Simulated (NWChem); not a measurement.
System: CH₂NO, doublet; SMILES [NH]C=O

Input file for NWChem:

```
start job
memory heap 200 mb stack 900 mb global 1100 mb
geometry units angstroms noautosym nocenter noautoz
  N      0.186231    -1.136432    -0.026404
  C     -0.447246     0.035605     0.028772
  O      0.236876     1.087632    -0.014444
  H      1.175457    -1.071256     0.277846
  H     -1.561132     0.051025    -0.038100
end
basis spherical
  * library def2-svp
end
dft
  odft
  mult 2
  xc pbe0
  iterations 150
end
cosmo
  do_cosmo_smd true
  solvent water
end
task dft energy
```

Parts of the log:

```
             Northwest Computational Chemistry Package (NWChem) 7.3.0
             --------------------------------------------------------

                             Geometry "geometry" -> ""
                             -------------------------

 Output coordinates in angstroms (scale by  1.889725989 to convert to a.u.)

  No.       Tag          Charge          X              Y              Z
 ---- ---------------- ---------- -------------- -------------- --------------
    1 N                    7.0000     0.18623100    -1.13643200    -0.02640400
    2 C                    6.0000    -0.44724600     0.03560500     0.02877200
    3 O                    8.0000     0.23687600     1.08763200    -0.01444400
    4 H                    1.0000     1.17545700    -1.07125600     0.27784600
    5 H                    1.0000    -1.56113200     0.05102500    -0.03810000

 Effective nuclear repulsion energy (a.u.)      63.9937596026

                                 NWChem DFT Module
                                 -----------------

 Summary of "ao basis" -> "ao basis" (spherical)
 ------------------------------------------------------------------------------
       Tag                 Description            Shells   Functions and Types
 ---------------- ------------------------------  ------  ---------------------
 N                          def2-svp                 6       14   3s2p1d
 C                          def2-svp                 6       14   3s2p1d
 O                          def2-svp                 6       14   3s2p1d
 H                          def2-svp                 3        5   2s1p

 in cosmo_initialize ...
 calling solv_data for solv:h2o

 solvent parameters
 solvname_short: h2o
 solvname_long:  water
 dielec:       78.4000
 dielecinf:     1.7769
 aqueous SMD model solvent descriptors
 dielec:       78.4000
 sola:          0.8200

          ---------------
          -cosmo- solvent
          ---------------
 Cosmo: York-Karplus, doi: 10.1021/jp992097l
 dielectric constant -eps-     =  78.40
 screen = (eps-1)/(eps    )    =   0.98724
 surface charge correction     = lagrangian

   van der Waals surface
 --------------------------

[...]

                                COSMO-SMD solvation results
                                ---------------------------

             internal energy in gas <Psi(g)|H|Psi(g)> =      -168.888596922385
         internal energy in solvent <Psi(s)|H|Psi(s)> =      -168.886484721182
                               delta internal energy  =         0.002112201203 (    1.33 kcal/mol)
   total free energy in solvent <Psi(s)|H+V/2|Psi(s)> =      -168.899484215740
 polarization energy contribution <Psi(s)|V/2|Psi(s)> =        -0.012999494558 (   -8.16 kcal/mol)
    total free energy in solvent including G(SMD-CDS) =      -168.895753204701
                       G(SMD-CDS) energy contribution =         0.003731011039 (    2.34 kcal/mol)
     1 M fixed-concentration free energy of solvation =        -0.007156282315 (   -4.49 kcal/mol)

                    DFT Final Alpha Molecular Orbital Analysis
                    ------------------------------------------

 Vector   10  Occ=1.000000D+00  E=-3.650753D-01
              MO Center= -6.7D-02, -5.9D-01,  1.0D-02, r^2= 2.0D+00
   Bfn.  Coefficient  Atom+Function         Bfn.  Coefficient  Atom+Function
  ----- ------------  ---------------      ----- ------------  ---------------
     3      0.311955  1 N  s                  4      0.310645  1 N  px
     5      0.303126  1 N  py                32     -0.290654  3 O  px
    48     -0.236531  5 H  s                  2      0.210168  1 N  s
     8     -0.209946  1 N  py                35     -0.203221  3 O  px
    43     -0.202811  4 H  s                  7     -0.180851  1 N  px

 Vector   11  Occ=1.000000D+00  E=-3.412702D-01
              MO Center=  1.8D-01, -1.4D-01, -2.0D-02, r^2= 1.9D+00
   Bfn.  Coefficient  Atom+Function         Bfn.  Coefficient  Atom+Function
  ----- ------------  ---------------      ----- ------------  ---------------
     6      0.446035  1 N  pz                34      0.363243  3 O  pz
     9     -0.331887  1 N  pz                37      0.269022  3 O  pz
    32     -0.193262  3 O  px                33      0.184023  3 O  py
     5     -0.152783  1 N  py                35     -0.131623  3 O  px
    36      0.132243  3 O  py                 8      0.112514  1 N  py

 Vector   12  Occ=1.000000D+00  E=-3.093569D-01
              MO Center=  1.1D-01,  2.2D-01, -6.2D-02, r^2= 2.0D+00
   Bfn.  Coefficient  Atom+Function         Bfn.  Coefficient  Atom+Function
  ----- ------------  ---------------      ----- ------------  ---------------
    32      0.384965  3 O  px                 5      0.303815  1 N  py
    33     -0.304028  3 O  py                35      0.276348  3 O  px
     8     -0.229090  1 N  py                36     -0.227959  3 O  py
     6      0.214680  1 N  pz                34      0.189197  3 O  pz
     9     -0.174129  1 N  pz                37      0.147263  3 O  pz

 Vector   13  Occ=0.000000D+00  E=-5.525628D-03
              MO Center= -2.7D-01, -8.8D-03,  5.6D-02, r^2= 1.7D+00
   Bfn.  Coefficient  Atom+Function         Bfn.  Coefficient  Atom+Function
  ----- ------------  ---------------      ----- ------------  ---------------
    23      0.609140  2 C  pz                20      0.565914  2 C  pz
    37     -0.357263  3 O  pz                 9     -0.349155  1 N  pz
    34     -0.318663  3 O  pz                 6      0.292128  1 N  pz
    17      0.137080  2 C  s                 44     -0.136881  4 H  s
     3      0.135694  1 N  s                  7      0.097901  1 N  px

[...]
```

Level: PBE0/def2-SVP, spin-unrestricted, SMD on the gas-phase geometry. Geometry: optimised at PBE-D3(BJ)/def2-SVP, spin-unrestricted. No stability test was run on the SCF state. Solvent: water.
